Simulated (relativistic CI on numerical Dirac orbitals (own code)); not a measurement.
**Excitation temperature from two lines of Sn I**

Problem. In an optically thin plasma whose excited levels follow a Boltzmann distribution, the energy emitted in Sn I 3262.33 Å and 2421.69 Å has the ratio 1.54 (an assumed reading, corrected for the detector). Tabulated data (NIST Handbook of Basic Atomic Spectroscopic Data): upper levels 39257.1 and 49893.8 cm⁻¹, g = 3 and 7, A = 2.70 × 10^8 and 2.50 × 10^8 s⁻¹. Calculate the temperature, its uncertainty for 15 % in the ratio of intensities and A values together, and the strength of these other lines with tabulated A (λ in Å, g, A, upper level): 3801.01, 3, 2.80 × 10^7, 34914.3; 4524.73, 3, 2.60 × 10^7, 39257.1.

Working.
1. The emitted power of a line is proportional to (gA/λ) exp(−E/kT), so I₁/I₂ = (g₁A₁λ₂/g₂A₂λ₁) exp[(E₂ − E₁)/kT].
2. The prefactor is 0.3436 and E₂ − E₁ = 10636.8 cm⁻¹ = 1.319 eV.
3. kT = (E₂ − E₁)/ln(1.54/0.3436) = 10636.8/1.5001 = 7091 cm⁻¹ = 0.879 eV, or T = 10200 K.
4. δT/T = (kT/ΔE) × 15 % = 10.0 %; lines whose upper levels lie far apart give the better thermometer.
5. Other lines relative to the first: 3801.01 Å: 0.16, 4524.73 Å: 0.069.

Remark. Dense plasmas such as arcs and laser-ablation plumes come near a Boltzmann distribution among excited levels, though their strong lines may be self-absorbed. Low-pressure etch and deposition plasmas, at 10¹⁰ to 10¹³ electrons per cm³, do not: there the number found is an excitation temperature of these levels and not the electron temperature.
